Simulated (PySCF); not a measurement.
Input for PySCF: R-HF/STO-3G on CH3BF2 (SMILES CB(F)F), a point of a torsion scan.

```python
from pyscf import gto, scf, dft, mp
from pyscf.data.elements import chemcore

mol = gto.M(
    atom='''
    C    -0.70682076   -0.07310506    0.00367203
    B     0.85329156    0.09244075   -0.06572826
    F     1.58400322    0.55060725    0.93071636
    F     1.55794314   -0.21703528   -1.13636279
    H    -1.11060746    0.23236929    0.96332004
    H    -0.99191705   -1.10791171   -0.17440131
    H    -1.19074629    0.51374058   -0.77425385
    ''',
    basis='sto-3g',
    charge=0, spin=0, verbose=3, max_memory=1800)
mf = scf.RHF(mol)
mf.conv_tol = 1e-8
mf.max_cycle = 100
mf.kernel()
if not mf.converged:
    mf = mf.newton().run(mf.mo_coeff, mf.mo_occ)
```

What total energy does the run end on?

-259.7318 hartree.
